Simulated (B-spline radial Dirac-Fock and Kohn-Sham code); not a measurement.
**K-line shifts caused by a second vacancy in Tc**

System: atomic technetium, [Kr] 4d5 5s2.

Level of theory: ΔSCF Dirac-Fock with Breit, self-energy and vacuum polarisation, finite nucleus, configuration average; a radial B-spline solver. Each two-hole energy is an average over J within one jj subconfiguration, not an observable level; in light atoms, where LS coupling holds, the j-resolved values are not observed lines, and for a K spectator the Kα1 hypersatellite is nearly forbidden. Electron correlation is not included.

Lines without a spectator: Kα2 (K-L2) 18249.0 eV, Kα1 (K-L3) 18365.5 eV, Kβ3 (K-M2) 20594.3 eV, Kβ1 (K-M3) 20614.3 eV. Shifts in eV with one spectator hole (a dash: not computed, or left out as unreliable):

```
spectator hole     Kα2     Kα1     Kβ3     Kβ1
        K (1s)  +480.3  +491.3  +609.4  +611.6
    L2 (2p1/2)   +50.7   +63.2       –  +136.4
    L3 (2p3/2)   +52.1   +51.5  +124.5       –
    M2 (3p1/2)       –   +6.35  +14.70  +18.13
    M3 (3p3/2)   +4.99       –  +15.92  +15.32
    M4 (3d3/2)   +0.42   -1.68       –       –
    M5 (3d5/2)   -1.98   -0.52       –       –
```

With n spectator holes in 2p, averaged over the 2p shell (energies in eV):

```
n     KαLⁿ   step  hypersatellite KαʰLⁿ
0  18326.6      –               18814.2
1  18381.4  +54.7               18870.3
2  18437.3  +55.9               18927.6
3  18494.4  +57.1               18986.0
4  18552.7  +58.3               19045.7
5  18612.2  +59.5               19106.6
```
